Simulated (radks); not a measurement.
Question: All-electron atom: Os II in [Xe] 4f13 5d6 6s1 6p1 (not the ground configuration). All-electron calculation, Dirac Kohn-Sham, PBEsol, spin-unpolarised, spherical densities, point nucleus; open shells fill j = l - 1/2 first. Program: a radial shooting solver on a logarithmic mesh with Libxc functionals. Some entries of the table are withheld. Estimate them.

orbital,occ.,eigenvalue (eV),<r^2> (bohr^2)
1s1/2,2,(1),(2)
2s1/2,2,-12857.75,0.006586
2p1/2,2,(3),0.004686
2p3/2,4,(4),0.005882
3s1/2,2,(5),(6)
3p1/2,2,-2767.153,0.03928
3p3/2,4,-2433.494,0.04580
3d3/2,4,-2024.131,0.03535
3d5/2,6,-1951.870,0.03713
4s1/2,2,-653.8317,0.2099
4p1/2,2,(7),0.2153
4p3/2,4,(8),0.2491
4d3/2,4,-303.9642,0.2669
4d5/2,6,-289.2677,0.2792
5s1/2,2,-107.6722,1.104
4f5/2,6,-75.8685,0.3562
5p1/2,2,-75.3173,1.311
4f7/2,7,-72.9586,0.3662
5p3/2,4,-62.3011,1.553
5d3/2,4,-19.3540,2.974
5d5/2,2,-18.0438,3.187
6s1/2,1,-15.1986,7.828
6p1/2,1,-9.2141,11.91
6p3/2,0,-8.0605,14.22

Answer: 
(1) 1s1/2 eigenvalue (eV): -73766.11
(2) 1s1/2 <r^2> (bohr^2): 0.0004335
(3) 2p1/2 eigenvalue (eV): -12310.41
(4) 2p3/2 eigenvalue (eV): -10780.01
(5) 3s1/2 eigenvalue (eV): -3011.710
(6) 3s1/2 <r^2> (bohr^2): 0.04292
(7) 4p1/2 eigenvalue (eV): -551.2384
(8) 4p3/2 eigenvalue (eV): -472.2743
